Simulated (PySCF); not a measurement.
# Two-component Hartree-Fock for Ti¹⁰⁺ (titanium, charge +10)

Start: [Ne] 3s2. Calculated with PySCF 2.14 in an uncontracted even-tempered set (19 s from 0.64 bohr⁻², ratio 2.4; 13 p from 0.83 bohr⁻², ratio 2.4; 5 d from 3.3 bohr⁻², ratio 2.6; 4 f from 5 bohr⁻², ratio 2.6): generalised Hartree-Fock with the X2C-1e Hamiltonian and a Gaussian nucleus; one run each with spin-orbit coupling (SO) switched off, then screened by Boettger's factors.

| spinor shell | electrons | ε, spin-free (eV) | ε, screened SO (eV) | weight of nominal j (screened SO) | rms radius, screened SO (bohr) |
| --- | --- | --- | --- | --- | --- |
| 1s1/2 | 2 | -5266.8 | -5266.7 | 1.000 | 0.0803 |
| 2s1/2 | 2 | -823.92 | -823.91 | 1.000 | 0.346 |
| 2p1/2 | 2 | -720.17 | -724.26 | 1.000 | 0.315 |
| 3s1/2 | 2 | -262.86 | -262.86 | 1.000 | 0.927 |

Where does 2p3/2 lie, and what is the 2p spin-orbit splitting (screened SO)?

At -718.16 eV, 6.107 eV above 2p1/2.

| quantity | spin-free | screened SO |
| --- | --- | --- |
| E (hartree) | -815.35919 | -815.36539 |
| M_J | 0 | 0 |
| ⟨J²⟩ | 0.000 | 0.000 |
| ⟨L²⟩ | 0.000 | 0.000 |
| ⟨S²⟩ | 0.000 | 0.000 |

Without spin-orbit coupling the j labels of p, d and f shells carry no meaning; the spin-free column gives the mean over the occupied spinors of each nl shell.
